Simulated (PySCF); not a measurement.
Se(F)4 anion (F4Se), SMILES F[Se](F)(F)F (connectivity only; charge and spin as stated), charge -1, multiplicity 2. The structure is a stationary point at PBE0-D3(BJ)/def2-SVPD. The spin state was assumed, not searched. The isomer is the one that the SMILES or the coordinates give; other isomers of the formula were not compared.

Computed with PBE0-D3(BJ)/def2-SVPD run with PySCF.

Harmonic wavenumbers (cm⁻¹): 114, 186, 186, 233, 246, 445, 482, 482, 533. Rotational constants (GHz): 3.698, 3.698, 1.882; symmetry number 4.

Q: Work out the zero-point energy and the ideal-gas rigid-rotor harmonic-oscillator thermochemistry at 298.15 K and 1 atm.

A: ZPE = ½ Σ hcν = ½ × 2905 cm⁻¹ = 17.37 kJ/mol. H − E(el) = 37.33 kJ/mol. Entropy in J/(mol K): translation 171.64, rotation 101.13, vibration 59.28, spin 5.76, total 337.82. G − E(el) = -63.39 kJ/mol. Cp = 93.29 J/(mol K). Modes under 150 cm⁻¹ make the vibrational entropy uncertain.
